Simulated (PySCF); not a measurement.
## Sc⁵⁺ (scandium, charge +5) across methods

[Ne] 3s2 3p4, high-spin 3P determinant. Computed with PySCF 2.14 in an even-tempered Gaussian basis (21 s from 0.09 bohr⁻², ratio 2.5; 13 p from 0.12 bohr⁻², ratio 2.5; 5 d from 1.9 bohr⁻², ratio 2.7; 5 f from 2.9 bohr⁻², ratio 2.7), with scalar relativity by spin-free X2C-1e.

```
 method  E (hartree)  mean ε 3s β (eV)  mean ε 3p α (eV)  mean ε 3p β (eV)  Σ⟨r²⟩ (bohr²)   ⟨S²⟩
   PBE0     -756.301           -126.32           -107.54           -103.92          8.448  2.002
 r2SCAN     -756.443           -123.89           -105.75           -101.95          8.449  2.003
    PBE     -756.258           -123.44           -104.73           -101.33          8.448  2.002
    LDA     -754.472           -123.58           -104.64           -101.21          8.461  2.001
    UHF   -755.79253           -133.31           -114.77           -110.30          8.484  2.005
  B3LYP     -756.490           -125.88           -106.93           -103.47          8.458  2.002
r2SCANh     -756.442           -124.96           -106.75           -102.90          8.450  2.003
```
